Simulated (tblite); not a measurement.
C2H9FO2Si2.
Atom-mapped SMILES: `[CH3:1][O:2][C@H:3]([F:4])[SiH2:5][SiH2:6][OH:7]` (hydrogens: H8, H9, H10 on C1; H11 on C3; H12, H13 on Si5; H14, H15 on Si6; H16 on O7)

Computed with GFN2-xTB (tblite), gas phase: L-BFGS steps from a force-field or distance-geometry start until the largest atomic force falls under 0.01 eV/Å.

Step 130: E = -686.5298 eV
```
atom  x, y, z in Å  |  force x, y, z in eV/Å
C1     -2.5906    1.0589   -0.1807    0.022  -0.030  -0.010
O2     -1.3049    0.6836    0.2874   -0.059  -0.024  -0.005
C3     -1.0804   -0.6756    0.3395   -0.090   0.084   0.000
F4     -1.9897   -1.2691    1.2161    0.036  -0.012   0.024
Si5     0.7011   -0.8949    1.0255    0.055  -0.071   0.073
Si6     2.2568    0.1401   -0.3125    0.045  -0.069  -0.007
O7      3.5032    0.1726    0.7405   -0.007   0.006  -0.088
H8     -3.3705    0.6836    0.4928    0.065   0.062  -0.078
H9     -2.7623    0.6582   -1.1897    0.011   0.047   0.086
H10    -2.6075    2.1485   -0.2019   -0.005  -0.093   0.003
H11    -1.2999   -1.1595   -0.6267    0.032  -0.018  -0.033
H12     0.8883   -2.3625    1.0612   -0.045   0.058   0.044
H13     0.6035   -0.4521    2.4245   -0.014  -0.018  -0.064
H14     2.6364   -0.6827   -1.4820    0.018   0.097   0.038
H15     2.0285    1.4889   -0.8463   -0.006  -0.013   0.023
H16     4.3803    0.4708    0.5086   -0.059  -0.008  -0.005
```

Step 131: E = -686.5303 eV
```
atom  x, y, z in Å  |  force x, y, z in eV/Å
C1     -2.5791    1.0639   -0.1773    0.080   0.011  -0.013
O2     -1.2958    0.6749    0.2781    0.029   0.024   0.013
C3     -1.0839   -0.6846    0.3353   -0.016   0.054  -0.003
F4     -1.9879   -1.2660    1.2223   -0.012  -0.033   0.043
Si5     0.7004   -0.9100    1.0161    0.022  -0.053   0.071
Si6     2.2522    0.1376   -0.3155   -0.024  -0.021   0.011
O7      3.4847    0.1951    0.7488    0.056   0.010  -0.036
H8     -3.3506    0.7164    0.5097   -0.094  -0.018   0.061
H9     -2.7750    0.6549   -1.1724    0.002  -0.032  -0.075
H10    -2.5801    2.1496   -0.2168    0.009   0.039   0.009
H11    -1.3129   -1.1708   -0.6272    0.023  -0.031  -0.035
H12     0.8835   -2.3776    1.0506   -0.036   0.050   0.038
H13     0.6044   -0.4707    2.4167   -0.013  -0.020  -0.069
H14     2.6583   -0.6852   -1.4685    0.034   0.040  -0.044
H15     2.0147    1.4795   -0.8636   -0.016  -0.015   0.026
H16     4.3594    0.5018    0.5199   -0.044  -0.005   0.004
```

Step 132: E = -686.5316 eV
```
atom  x, y, z in Å  |  force x, y, z in eV/Å
C1     -2.5851    1.0616   -0.1798    0.026  -0.006  -0.009
O2     -1.3032    0.6794    0.2883   -0.037  -0.005  -0.012
C3     -1.0838   -0.6790    0.3399   -0.003   0.033  -0.007
F4     -1.9875   -1.2709    1.2215   -0.001  -0.019   0.023
Si5     0.7003   -0.9008    1.0230    0.032  -0.028   0.020
Si6     2.2554    0.1363   -0.3134   -0.031  -0.025   0.008
O7      3.4949    0.1815    0.7430    0.006  -0.010  -0.024
H8     -3.3667    0.7038    0.4959    0.000   0.012   0.002
H9     -2.7670    0.6561   -1.1820    0.022   0.004  -0.001
H10    -2.5924    2.1486   -0.2115    0.002  -0.003   0.002
H11    -1.3034   -1.1655   -0.6261    0.015   0.001  -0.003
H12     0.8869   -2.3644    1.0543   -0.034  -0.014   0.042
H13     0.6051   -0.4668    2.4220   -0.017   0.005  -0.021
H14     2.6471   -0.6804   -1.4762    0.034   0.035  -0.031
H15     2.0243    1.4814   -0.8532   -0.020   0.009   0.019
H16     4.3674    0.4879    0.5105    0.008   0.010  -0.008
```

Q: Estimate the geometry and energy of step 133. (The exact step hangs on the optimiser's Hessian estimate; all steps are aligned on step 132, rigid shifts and turns removed.)

A: E = -686.5323 eV, largest force 0.085 eV/Å
```
atom  x, y, z in Å  |  force x, y, z in eV/Å
C1     -2.5950    1.0541   -0.1811   -0.010  -0.006  -0.011
O2     -1.3149    0.6805    0.2982   -0.043  -0.015  -0.014
C3     -1.0810   -0.6756    0.3396   -0.006   0.019  -0.003
F4     -1.9863   -1.2859    1.2078    0.010  -0.011   0.014
Si5     0.7009   -0.8819    1.0320    0.040  -0.046   0.036
Si6     2.2554    0.1422   -0.3141    0.031  -0.016   0.023
O7      3.5060    0.1449    0.7341   -0.027   0.001  -0.081
H8     -3.3829    0.6799    0.4817    0.048   0.035  -0.036
H9     -2.7606    0.6586   -1.1915    0.027   0.019   0.042
H10    -2.6115    2.1422   -0.1998   -0.011  -0.033   0.001
H11    -1.2851   -1.1567   -0.6327    0.006   0.008   0.001
H12     0.8974   -2.3446    1.0831   -0.044   0.003   0.040
H13     0.6032   -0.4294    2.4254   -0.020   0.002  -0.031
H14     2.6167   -0.6627   -1.4971    0.033   0.049  -0.001
H15     2.0474    1.5008   -0.8325   -0.014  -0.011   0.031
H16     4.3825    0.4424    0.5031   -0.018   0.002  -0.010
```

The energy changes by -0.0007 eV. The first-order estimate −F·Δx gives -0.0013 eV and the mean of the old and new forces, exact on a quadratic surface, -0.0007 eV. The step makes an angle of 85° with the force vector and moves no atom by more than 0.049 Å.

What follows is the cost of the whole relaxation. Time: 2.7 s wall. Hardware: Arm Neoverse N1, one thread, no GPU, shared host.
